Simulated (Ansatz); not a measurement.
Pd2S2. The state is a singlet with charge 0. Geometry PBE0-D4/def2-SVP; atoms count from 1.

```tsv
atom	x (Å)	y (Å)	z (Å)
Pd1	-1.175	-0.367	-0.636
Pd2	1.175	0.367	0.636
S3	0.911	-0.812	-1.215
S4	-0.911	0.812	1.215
```

In the def2 sets Pd takes a core potential; there is no spin–orbit coupling. The restricted singlet is unstable: a solution with broken spin symmetry lies lower. The geometry of the singlet was relaxed on an unsound state (restricted singlet, unstable towards broken spin symmetry at other levels and untested here). At PBE0-D4/def2-TZVP a triplet of charge 0 lies 0.33 eV below the restricted singlet, each at its own geometry. The structure comes from a short search, and lower isomers may exist.

(1) Estimate the Mulliken populations from the PBE0/def2-TZVP orbitals of Ansatz.

(2) And the Mayer bond orders between bonded heavy atoms (over 0.3)?

Results:

(1) 
| atom | charge (e) | d electrons |
| --- | --- | --- |
| Pd1 | 0.40 | 8.89 |
| Pd2 | 0.40 | 8.89 |
| S3 | -0.40 | – |
| S4 | -0.40 | – |
Mulliken values and Mayer orders depend strongly on the basis.

(2) Pd1–Pd2 0.34 (2.77 Å); Pd1–S3 1.11 (2.21 Å); Pd1–S4 1.11 (2.21 Å); Pd2–S3 1.11 (2.21 Å); Pd2–S4 1.11 (2.21 Å). Values over 0.3 also appear between atoms too far apart for a bond (S3–S4 0.45 at 3.44 Å); they arise where an orbital or an unpaired electron spreads over both atoms.
